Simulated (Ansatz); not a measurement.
The same path of CH$_{4}$AlBSi (8 atoms, charge 0, multiplicity 1) was run twice with different band settings. Lost on the way: Al4–H8. Made: C3–H8.

Theory: RKS LDA/6-31G (Ansatz).

Relaxed end points:

```xyz
8
Properties=species:S:1:pos:R:3
B -0.453 2.103 -0.326
Si -0.117 0.196 -0.131
C 0.778 -1.004 0.904
Al -0.017 -2.188 -0.311
H -1.438 2.589 0.176
H 0.215 2.751 -1.095
H 1.425 -0.864 1.777
H -0.394 -3.583 -0.995
```

```xyz
8
Properties=species:S:1:pos:R:3
B -0.316 1.877 -0.272
Si -0.107 -0.023 -0.579
C 0.588 -1.227 0.544
Al -1.090 -2.299 -0.975
H -1.189 2.263 0.471
H 0.256 2.675 -0.974
H 1.109 -0.959 1.476
H 0.747 -2.307 0.310
```

Common settings: spring 5.0 eV/Å²; optimiser quadratic models (default); start path through a guess of the saddle point; force threshold 0.05 eV/Å; iteration limit 60; end points relaxed.

| run | movable images | climbing image |
| --- | --- | --- |
| 1 | 9 | yes |
| 2 | 6 | no |

What does each run give, and how far can it be trusted?

Run 1: converged after 11 iterations, highest image 1.398 eV above the first end. A vibrational analysis at the climbing image gives one clearly imaginary mode, 753i cm⁻¹, and a faint second one (29i cm⁻¹) that may be numerical noise or a soft torsion: probably a first-order saddle point.
Run 2: converged after 11 iterations, highest image 1.299 eV above the first end. Neighbouring images differ by up to 1.3 eV, so the band resolves the path poorly. No image climbed, so the highest image needn't sit at the top of the path.
The orbitals stay closed-shell, which can raise the energy where a bond breaks towards radicals; this wasn't checked here. Limits of this set-up: no polarisation functions.
